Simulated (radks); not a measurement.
The numbers below are computed, except where a source is named.
Coulomb parameter of the 5d shell of the hafnium ion Hf2+ in the model configuration [Xe] 4f14 5d1 6p1, as a second difference U = [E(n + 0.5) + E(n - 0.5) - 2 E(n)] / (0.5)^2 with all orbitals relaxed. "Bare": the charge of the atom changes with n. "Screened": the 6p shell takes up the change at fixed total charge, which measures U(5d,5d) + U(6p,6p) - 2 U(5d,6p). Level of theory: scalar-relativistic Kohn-Sham, PBE, spin-unpolarised, spherical densities, point nucleus (a radial shooting solver on a logarithmic mesh with Libxc functionals).

case                   configuration  E - E(n) (eV)
start              [Xe] 4f14 5d1 6p1          0.000
bare +0.5        [Xe] 4f14 5d1.5 6p1         -8.597
bare -0.5        [Xe] 4f14 5d0.5 6p1         11.120
screened +0.5  [Xe] 4f14 5d1.5 6p0.5         -2.855
screened -0.5  [Xe] 4f14 5d0.5 6p1.5          3.211

U(bare) = 10.091 eV, U(screened by 6p) = 1.425 eV, against the Slater integral F0(5d,5d) = 12.250 eV with frozen orbitals.
